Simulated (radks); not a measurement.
The numbers below are computed, except where a source is named.
Spherical quantum dot in the effective-mass picture: electrons in a hard-walled sphere of radius 7.51, with a point charge +2 (a donor) at the centre, all in effective atomic units (hartree* = m*/eps^2 hartree, bohr* = eps/m* bohr), one dielectric constant everywhere. Level of theory: non-relativistic Kohn-Sham, exchange-only LDA, spin-polarised, spherical densities (a radial shooting solver with Libxc functionals). Levels are named by radial order and angular momentum (1s, 1p, 1d, 2s, ...), and open shells are averaged over m.

N = 27, configuration 1s2 1p6 1d10 2s2 1f(up 7, down 0). This is the lowest configuration that the search found. Occupied and some empty levels:

level,occupation,eigenvalue (hartree*),<r> (bohr*)
1s up,1,3.9618,1.067
1s down,1,3.9620,1.029
2s up,1,4.0898,5.539
1p up,3,4.1209,5.654
2s down,1,4.1392,5.536
1p down,3,4.1711,5.618
1d up,5,4.1882,5.736
1d down,5,4.2396,5.714
1f up,7,4.2846,5.815
1f down,0,4.3369,5.801
1g up,0,4.4084,5.889
1g down,0,4.4615,5.880
2p up,0,4.6279,3.769
2p down,0,4.6458,3.717
2d up,0,4.8095,4.296
2d down,0,4.8342,4.259

Energy (hartree*): total 53.1767, kinetic 12.694, external -15.528, Hartree 61.970, exchange-correlation -5.9587.
